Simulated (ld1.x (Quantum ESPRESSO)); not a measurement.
## What one change does to a pseudopotential (silver, PAW)

silver, PAW, made with ld1.x (Quantum ESPRESSO) 7.5 (BP86, scalar-relativistic). Core [Kr], reference 4d10 5s1 5p0. Waves: 5s (bound): rcut 1.95, rcutus 2.20 bohr; 5s channel at 0.25 Ry: rcut 1.95, rcutus 2.20 bohr; 5p (bound, empty): rcut 3.50, rcutus 4.50 bohr; 5p channel at 1.4 Ry: rcut 3.50, rcutus 4.50 bohr; 4d (bound): rcut 1.40, rcutus 1.80 bohr; 4d channel at -0.1 Ry: rcut 1.40, rcutus 1.80 bohr. Local part: all-electron potential smoothed inside 1.70 bohr (lloc = -2). Core correction: Bessel-smoothed model core inside 1.45 bohr. Augmentation charge: GAUSS, radius 1.10 bohr.

All-electron outer shells of the reference configuration (BP86, scalar-relativistic, ld1.x):

| shell | level (eV) | outermost node (bohr) | outermost maximum (bohr) |
| --- | --- | --- | --- |
| 4s | -95.22 | 0.44 | 0.82 |
| 4p | -58.71 | 0.44 | 0.87 |
| 4d | -7.58 | 0.43 | 1.04 |
| 5s | -4.59 | 1.11 | 2.49 |
| 5p | -0.79 | 1.25 | 3.71 |

Change: all radii but the core radius scaled by about 1.18 (s 2.60, p 5.30, d 2.12 bohr, rcut 2.30/4.12/1.66); local potential all-electron potential smoothed inside 2.00 bohr (lloc = -2); augmentation GAUSS, radius 1.30 bohr.

Cutoffs: the cutoffs (Ry, on a coarse ladder) from which the occupation-weighted sum of valence levels, in a spherical-Bessel basis at the reference potential, stays within 10 and 1 mRy of its value at 400 Ry; they do not see the model core or the augmentation charge, which bear on the density cutoff. Errors are all-electron minus pseudo energies relative to the spin-unpolarised reference configuration.

How do hardness, ghosts and transferability respond?

The potential gets softer (35 Ry and 55 Ry → 25 Ry and 40 Ry); of the 7 tests that both files solve, the error grows in 1 and shrinks in 3 by more than 15 % and 0.3 meV (median size 41.2 → 18.9 meV); neither file shows a bound ghost. A larger radius leaves more room for a smooth pseudo-wave, so fewer plane waves are needed.

```tsv
quantity	base	changed
cutoff, loose	35 Ry	25 Ry
cutoff, tight	55 Ry	40 Ry
loose cutoff by channel (10 mRy a level)	s 6 Ry, d 30 Ry	s 6 Ry, d 18 Ry
bound ghosts	none	none
error for 4d10 5s0 5p0, meV [ΔE 7.90 eV]	-3.9	-2.9
error for 4d9 5s0 5p0, meV [ΔE 30.12 eV]	-51	-53
error for 4d8 5s0 5p0, meV [ΔE 66.40 eV]	-319	-336
error for 4d9 5s2 5p0, meV [ΔE 4.01 eV]	-41	-19
error for 4d10 5s0 5p1, meV [ΔE 3.93 eV]	+0.9	+4.0
error for 4d9 5s1 5p0, meV [ΔE 13.29 eV]	-41	-36
error for 4d10 5s0.5 5p0, meV [ΔE 3.10 eV]	-1.2	-0.8
lowest overlap eigenvalue by channel	s 0.47, p 0.92, d 0.96	s 0.38, p 0.81, d 1.00
```
